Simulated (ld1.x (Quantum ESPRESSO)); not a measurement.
**Building the RRKJ potential for Pd (Z = 46) (PBEsol, scalar-relativistic).**

Input for ld1.x (Quantum ESPRESSO) 7.5:

```
&input
   title='Pd', zed=46., rel=1, dft='PBESOL', iswitch=3,
   config='[Kr] 4d8 5s0 5p0',
   nld=3, rlderiv=2.40, eminld=-4.0, emaxld=5.0, deld=0.02
 /
 &inputp
   pseudotype=2, tm=.false., lloc=-2, rcloc=1.45,
   nlcc=.true., new_core_ps=.true.,
   file_pseudopw='Pd.UPF', file_wfcaegen='ae.wfc', file_wfcncgen='nc.wfc', file_beta='beta', file_chi='chi'
 /
3
5S  1  0   0.00   0.00  2.05  2.05  0.0
5P  2  1   0.00   0.00  2.20  2.20  0.0
4D  3  2   8.00   0.00  1.90  1.90  0.0
 &test
   configts(1)='4d8 5s0 5p0'
 /
```

Command:

```bash
ld1.x < Pd.in > Pd.out
```

Resulting log (shortened: banner, matrices, multipoles, cross overlaps and the repeated all-electron block are left out):

```
Program LD1 v.7.5
     --------------------------- All-electron run ----------------------------

     Pd
     scalar relativistic calculation

     atomic number is 46.00
     dft =PBESOL   lsd =0 sic =0 latt =0  beta=0.20 tr2=1.0E-14
     Exchange-correlation= PBESOL
                           (   1   4  10   8   0   0   0)
     mesh =1235 r(mesh) =  99.12271 a.u. xmin = -7.00 dx = 0.01250
     1 Ry =  13.60569312 eV, c = 137.03599908

     n l     nl                  e(Ry)          e(Ha)          e(eV)
     1 0     1S 1( 2.00)     -1777.0470      -888.5235    -24177.9555
     2 0     2S 1( 2.00)      -261.0694      -130.5347     -3552.0301
     2 1     2P 1( 6.00)      -234.2981      -117.1490     -3187.7879
     3 0     3S 1( 2.00)       -48.5809       -24.2904      -660.9762
     3 1     3P 1( 6.00)       -39.7831       -19.8915      -541.2763
     4 0     4S 1( 2.00)        -8.1131        -4.0566      -110.3848
     4 1     4P 1( 6.00)        -5.5881        -2.7941       -76.0303
     3 2     3D 1(10.00)       -25.7996       -12.8998      -351.0217
     4 2     4D 1( 8.00)        -2.0079        -1.0040       -27.3195
     5 0     5S 1( 0.00)        -1.4821        -0.7411       -20.1657
     5 1     5P 1( 0.00)        -1.0234        -0.5117       -13.9240

     final scf error:  8.4E-15 reached in  21 iterations

     Etot =  -10084.666889 Ry,   -5042.333444 Ha, -137208.882938 eV

     Ekin =   10459.803481 Ry,    5229.901740 Ha,  142312.876288 eV
     Encl =  -24294.544086 Ry,  -12147.272043 Ha, -330544.111399 eV
     Eh   =    4031.323491 Ry,    2015.661746 Ha,   54848.950302 eV
     Exc  =    -281.249775 Ry,    -140.624887 Ha,   -3826.598129 eV

     normalization and overlap integrals

     s(1S/1S) =  1.000000  <r> =   0.0319  <r2> =    0.0014  r(max) =   0.0207
     s(2S/2S) =  1.000000  <r> =   0.1384  <r2> =    0.0226  r(max) =   0.1175
     s(2P/2P) =  1.000000  <r> =   0.1207  <r2> =    0.0178  r(max) =   0.0938
     s(3S/3S) =  1.000000  <r> =   0.3796  <r2> =    0.1648  r(max) =   0.3401
     s(3P/3P) =  1.000000  <r> =   0.3789  <r2> =    0.1668  r(max) =   0.3358
     s(4S/4S) =  1.000000  <r> =   0.9423  <r2> =    1.0061  r(max) =   0.8469
     s(4P/4P) =  1.000000  <r> =   1.0333  <r2> =    1.2228  r(max) =   0.9129
     s(3D/3D) =  1.000000  <r> =   0.3577  <r2> =    0.1527  r(max) =   0.2819
     s(4D/4D) =  1.000000  <r> =   1.3724  <r2> =    2.2540  r(max) =   1.0740
     s(5S/5S) =  1.000000  <r> =   2.5843  <r2> =    7.5230  r(max) =   2.2736
     s(5P/5P) =  1.000000  <r> =   3.1381  <r2> =   11.1233  r(max) =   2.7425

     ------------------------ End of All-electron run ------------------------

     --------------------- Generating NC pseudopotential ---------------------

      Generating local potential from pseudized AE potential:
      Matching radius rcloc =   1.4500
      Enforcing V''(0)=0 (lloc=-2)

      Local pseudo, rcloc= 1.450 Estimated cut-off energy=    15.23 Ry

      Computing core charge for nlcc:

       r > 0.88 : true rho core
      Core charge pseudized with two Bessel functions
      Integrated core pseudo-charge :  11.31

      Wfc   5S  rcut= 2.057  Estimated cut-off energy=       28.66 Ry
      This function has    0 nodes for 0 < r <    2.057

      Wfc   5P  rcut= 2.217  Estimated cut-off energy=       34.47 Ry
      This function has    0 nodes for 0 < r <    2.217

      Wfc   4D  rcut= 1.909  Estimated cut-off energy=       64.88 Ry
      This function has    0 nodes for 0 < r <    1.909

     ------------------- End of pseudopotential generation -------------------

     Computing logarithmic derivative in   2.40519
     Computing logarithmic derivative in   2.40519
     Computing the partial wave expansion
     R is outside the sphere for l=    0 j= 0.00
     R is outside the sphere for l=    1 j= 0.00
     R is outside the sphere for l=    2 j= 0.00

     ---------------------- Testing the pseudopotential ----------------------

     Pd
     scalar relativistic calculation

     atomic number is 46.00   valence charge is 10.00
     dft =PBESOL   lsd =0 sic =0 latt =0  beta=0.20 tr2=1.0E-14
     mesh =1235 r(mesh) =  99.12271 xmin = -7.00 dx = 0.01250

     n l     nl             e AE (Ry)        e PS (Ry)    De AE-PS (Ry)
     3 2     4D   1( 8.00)       -2.00795       -2.00795        0.00000
     1 0     5S   1( 0.00)       -1.48215       -1.48215        0.00000
     2 1     5P   1( 0.00)       -1.02340       -1.02340       -0.00000

     eps = 4.8E-15  iter =  3

     Etot =  -10084.666889 Ry,   -5042.333444 Ha, -137208.882938 eV
     Etotps =   -75.867327 Ry,     -37.933663 Ha,   -1032.227567 eV

     Ekin =      49.921632 Ry,      24.960816 Ha,     679.218402 eV
     Encl =    -123.216781 Ry,     -61.608390 Ha,   -1676.449705 eV
     Ehrt =      41.464019 Ry,      20.732009 Ha,     564.146713 eV
     Ecxc =     -32.166349 Ry,     -16.083174 Ha,    -437.645473 eV
     (Ecc =     -19.575833 Ry,      -9.787917 Ha,    -266.342782 eV)
     Epseu=     -11.869848 Ry,      -5.934924 Ha,    -161.497504 eV

     ---------------------- End of pseudopotential test ----------------------
```

Note: ghost state, extra bound levels that the all-electron valence spectrum of the same l lacks: s at -46.7 eV. A true bound ghost makes a file unfit for plane-wave use.

Generation and configuration tests took about 1.7 s on one core of a shared server CPU.

Transferability test of the new file with ld1.x, input:

```
&input
   title='Pd', zed=46., rel=1, dft='PBESOL', iswitch=2,
   config='[Kr] 4d8 5s0 5p0'
 /
 &test
   file_pseudo='Pd.UPF', nconf=8,
   configts(1)='4d8 5s0 5p0',
   configts(2)='4d10 5s0 5p0',
   configts(3)='4d9 5s0 5p0',
   configts(4)='4d7 5s0 5p0',
   configts(5)='4d9 5s0 5p1',
   configts(6)='4d8 5s1 5p0',
   configts(7)='4d6 5s0 5p0',
   configts(8)='4d9 5s1 5p0'
 /
```

```bash
ld1.x < Pd.test.in > Pd.test.out
```

Pseudopotential blocks of its output, shortened (energy terms left out; the distinct warnings before each block abridged to one line each):

```
     ---------------------- Testing the pseudopotential ----------------------

     n l     nl             e AE (Ry)        e PS (Ry)    De AE-PS (Ry)
     3 2     4D   1( 8.00)       -2.00795       -2.00795        0.00000
     1 0     5S   1( 0.00)       -1.48215       -1.48215        0.00000
     2 1     5P   1( 0.00)       -1.02340       -1.02340       -0.00000

     eps = 3.0E-16  iter = 12

     Etot =  -10084.666889 Ry,   -5042.333444 Ha, -137208.882938 eV
     Etotps =   -75.867328 Ry,     -37.933664 Ha,   -1032.227585 eV

     ---------------------- End of pseudopotential test ----------------------

          ---------------------- Testing the pseudopotential ----------------------

     n l     nl             e AE (Ry)        e PS (Ry)    De AE-PS (Ry)
     3 2     4D   1(10.00)       -0.29767       -0.29301       -0.00467
     1 0     5S   1( 0.00)       -0.24226       -0.24610        0.00384
     2 1     5P   1( 0.00)       -0.01718       -0.02169        0.00450

     eps = 4.9E-15  iter = 13

     Etot =  -10086.867267 Ry,   -5043.433634 Ha, -137238.820611 eV
     Etotps =   -78.056855 Ry,     -39.028428 Ha,   -1062.017615 eV
     dEtot_ae =      -2.200378 Ry
     dEtot_ps =      -2.189527 Ry,   Delta E=      -0.010852 Ry

     ---------------------- End of pseudopotential test ----------------------

          ---------------------- Testing the pseudopotential ----------------------

     n l     nl             e AE (Ry)        e PS (Ry)    De AE-PS (Ry)
     3 2     4D   1( 9.00)       -1.07438       -1.06732       -0.00706  !
     1 0     5S   1( 0.00)       -0.80812       -0.81015        0.00202
     2 1     5P   1( 0.00)       -0.45059       -0.45566        0.00507  !

     eps = 9.0E-16  iter = 10

     Etot =  -10086.196958 Ry,   -5043.098479 Ha, -137229.700583 eV
     Etotps =   -77.393053 Ry,     -38.696527 Ha,   -1052.986135 eV
     dEtot_ae =      -1.530069 Ry
     dEtot_ps =      -1.525725 Ry,   Delta E=      -0.004343 Ry

     ---------------------- End of pseudopotential test ----------------------

          Warning: n=1, l=0 expected 0 nodes, found 1
     ---------------------- Testing the pseudopotential ----------------------

     n l     nl             e AE (Ry)        e PS (Ry)    De AE-PS (Ry)
     3 2     4D   1( 7.00)       -3.05915       -3.07693        0.01778  !
     1 0     5S   1( 0.00)       -2.23851       -2.50490        0.26639  !
     2 1     5P   1( 0.00)       -1.69051       -1.70796        0.01746  !

     eps = 8.3E-15  iter =  9

     Etot =  -10082.142347 Ry,   -5041.071174 Ha, -137174.534798 eV
     Etotps =   -73.334516 Ry,     -36.667258 Ha,    -997.766923 eV
     dEtot_ae =       2.524542 Ry
     dEtot_ps =       2.532812 Ry,   Delta E=      -0.008270 Ry

     ---------------------- End of pseudopotential test ----------------------

          ---------------------- Testing the pseudopotential ----------------------

     n l     nl             e AE (Ry)        e PS (Ry)    De AE-PS (Ry)
     3 2     4D   1( 9.00)       -0.62861       -0.62188       -0.00673  !
     1 0     5S   1( 0.00)       -0.41463       -0.41409       -0.00053
     2 1     5P   1( 1.00)       -0.12427       -0.12616        0.00189

     eps = 8.9E-15  iter = 16

     Etot =  -10086.476891 Ry,   -5043.238446 Ha, -137233.509276 eV
     Etotps =   -77.676680 Ry,     -38.838340 Ha,   -1056.845072 eV
     dEtot_ae =      -1.810002 Ry
     dEtot_ps =      -1.809352 Ry,   Delta E=      -0.000651 Ry

     ---------------------- End of pseudopotential test ----------------------

          ---------------------- Testing the pseudopotential ----------------------

     n l     nl             e AE (Ry)        e PS (Ry)    De AE-PS (Ry)
     3 2     4D   1( 8.00)       -1.32192       -1.32399        0.00207
     1 0     5S   1( 1.00)       -0.91729       -0.91563       -0.00166
     2 1     5P   1( 0.00)       -0.52642       -0.52637       -0.00005

     eps = 6.2E-15  iter = 12

     Etot =  -10085.862976 Ry,   -5042.931488 Ha, -137225.156527 eV
     Etotps =   -77.062630 Ry,     -38.531315 Ha,   -1048.490494 eV
     dEtot_ae =      -1.196087 Ry
     dEtot_ps =      -1.195302 Ry,   Delta E=      -0.000785 Ry

     ---------------------- End of pseudopotential test ----------------------

          Warning: n=2, l=1 expected 0 nodes, found 1
     ---------------------- Testing the pseudopotential ----------------------

     n l     nl             e AE (Ry)        e PS (Ry)    De AE-PS (Ry)
     3 2     4D   1( 6.00)       -4.20700       -4.25161        0.04462  !
     1 0     5S   1( 0.00)       -3.06384       -3.06384        0.00000
     2 1     5P   1( 0.00)       -2.43444       -2.68373        0.24929  !

     eps = 2.2E-16  iter =  9

     Etot =  -10078.517114 Ry,   -5039.258557 Ha, -137125.210982 eV
     Etotps =   -69.678297 Ry,     -34.839148 Ha,    -948.021525 eV
     dEtot_ae =       6.149775 Ry
     dEtot_ps =       6.189031 Ry,   Delta E=      -0.039256 Ry

     ---------------------- End of pseudopotential test ----------------------

          ---------------------- Testing the pseudopotential ----------------------

     n l     nl             e AE (Ry)        e PS (Ry)    De AE-PS (Ry)
     3 2     4D   1( 9.00)       -0.49231       -0.48717       -0.00513  !
     1 0     5S   1( 1.00)       -0.32157       -0.32190        0.00033
     2 1     5P   1( 0.00)       -0.05368       -0.05667        0.00298

     eps = 2.8E-15  iter = 13

     Etot =  -10086.756224 Ry,   -5043.378112 Ha, -137237.309789 eV
     Etotps =   -77.953477 Ry,     -38.976738 Ha,   -1060.611083 eV
     dEtot_ae =      -2.089335 Ry
     dEtot_ps =      -2.086149 Ry,   Delta E=      -0.003186 Ry

     ---------------------- End of pseudopotential test ----------------------
```
